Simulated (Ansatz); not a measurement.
A nudged elastic band was laid between two geometries of CH₇F₂NSi₂ (13 atoms, charge 0, multiplicity 1).

These are results of RKS B3LYP-D4/def2-SVP in Ansatz 0.2.0, not measurements.

```json
{
  "movable images": "5",
  "climbing image": "from the first iteration",
  "spring": "5.0 eV/Å²",
  "optimiser": "fire",
  "start path": "through a guess of the saddle point",
  "force threshold": "0.05 eV/Å",
  "iteration limit": "60",
  "end points": "relaxed"
}
```

Initial state:

```xyz
13
Properties=species:S:1:pos:R:3
C 0.302 -2.311 0.051
Si -0.519 -0.689 -0.342
F -2.122 -0.861 -0.113
F -0.336 -0.383 -1.939
Si 0.250 1.250 0.735
N -0.172 2.520 -0.367
H -0.129 -3.122 -0.559
H 0.165 -2.570 1.113
H 1.384 -2.261 -0.153
H 1.712 1.074 1.044
H -0.427 1.467 2.048
H -0.070 2.351 -1.363
H -0.018 3.498 -0.141
```

Final state:

```xyz
13
Properties=species:S:1:pos:R:3
C -0.280 -2.045 0.353
Si 0.224 -0.722 -0.854
F -1.040 -0.438 -1.851
F 1.420 -1.294 -1.801
Si 0.775 1.354 0.082
N -0.764 1.939 0.657
H -0.656 -2.937 -0.174
H -1.077 -1.664 1.012
H 0.573 -2.345 0.984
H 1.505 2.206 -0.914
H 1.677 1.191 1.261
H -1.536 1.963 -0.004
H -0.800 2.754 1.264
```

Problem. What changes between the two ends?

Solution. No bond is made or broken. The dihedral C1–Si2–Si5–N6 goes from 154 to -69°.

Problem. What energy profile does the band end with?

Solution. The run converged. The highest image is number 3 of 0 to 6, 1.5 kcal/mol above the first end and 1.8 kcal/mol above the last; the last end lies 0.4 kcal/mol below the first. The order of the stationary point at the top wasn't checked.

```tsv
image	path coordinate (Å)	energy (kcal/mol)	dihedral C1–Si2–Si5–N6 (°)
0	0.00	0.0	154
1	1.21	0.4	180
2	2.42	1.0	-154
3	3.63	1.5	-128
4	4.55	0.9	-108
5	5.48	0.0	-89
6	6.40	-0.4	-69
```

Problem. What is the geometry of the highest image?

Solution. 
```xyz
13
Properties=species:S:1:pos:R:3
C 0.006 -2.251 0.359
Si -0.218 -0.761 -0.734
F -1.781 -0.650 -1.182
F 0.606 -1.012 -2.118
Si 0.563 1.233 0.256
N -0.624 2.505 0.233
H -0.307 -3.179 -0.146
H -0.580 -2.142 1.286
H 1.067 -2.353 0.640
H 1.882 1.540 -0.394
H 0.854 0.920 1.688
H -1.033 2.779 -0.656
H -0.416 3.336 0.783
```

Run time: 10 min on 2 threads of Arm Neoverse V1, with other jobs on the host, peak memory 0.31 GiB.
